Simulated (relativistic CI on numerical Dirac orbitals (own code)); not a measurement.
## Hyperfine structure of Gd8+, mass number 157

Method of calculation: Dirac-Coulomb-Breit CI, KLI orbitals optimised for each configuration, model QED (radiative potential, 1s self-energy scaled to tabulated hydrogen-like ionisation energies), unscaled Slater integrals (own radial code, finite nucleus).

Configurations in the expansion (outside the closed core [Kr] 4d10 5s2): 4f6 5p2, 4f7 6s. The list is cut by size and lacks configurations that can hold low levels.

Nuclear spin I = 3/2, μ = -0.3398 μN, Q = 1.35 b (tables of Stone and Pyykkö). The electronic factors are computed for point nuclear moments, without core polarisation or the Bohr-Weisskopf and QED corrections.

```json
{"Level": "4f6 5p2 9G_1", "E (cm⁻¹)": "620.6", "A (MHz)": "150.4", "B (MHz)": "37.5"}
{"Level": "4f6 5p2 9F_1", "E (cm⁻¹)": "25555.3", "A (MHz)": "1130", "B (MHz)": "1600"}
{"Level": "4f6 5p2 9F_2", "E (cm⁻¹)": "27549.8", "A (MHz)": "250.8", "B (MHz)": "-1290"}
{"Level": "4f6 5p2 9F_7", "E (cm⁻¹)": "33112.2", "A (MHz)": "155.2", "B (MHz)": "14900"}
```

Levels with J = 0, under 50 % of one LS term, or S terms without an open s electron are left out. Small factors come from cancelling terms and can be off by tens of per cent or more.

At this charge configurations can still be misplaced by up to about 7 % of their energy. Terms inside the open d or f shell come out 10 to 20 % too wide with unscaled integrals. Levels and lines within the n = 5 or 6 shells can be off by up to 10 % or somewhat more, and those that change n by about 2 %, since core polarisation is missing.

(1) Give the hyperfine levels of 4f6 5p2 9F_1 relative to its centre of gravity.

Results:

(1) With K = F(F + 1) − I(I + 1) − J(J + 1), E = AK/2 + B[¾K(K + 1) − I(I + 1)J(J + 1)]/[2I(2I − 1)J(2J − 1)]: F = 1/2: -827.8, F = 3/2: -2728, F = 5/2: 2095 MHz.

LS names give the leading component of a level, which can be under half, so a name can repeat, a term be missing and a line seem to break the LS rules.
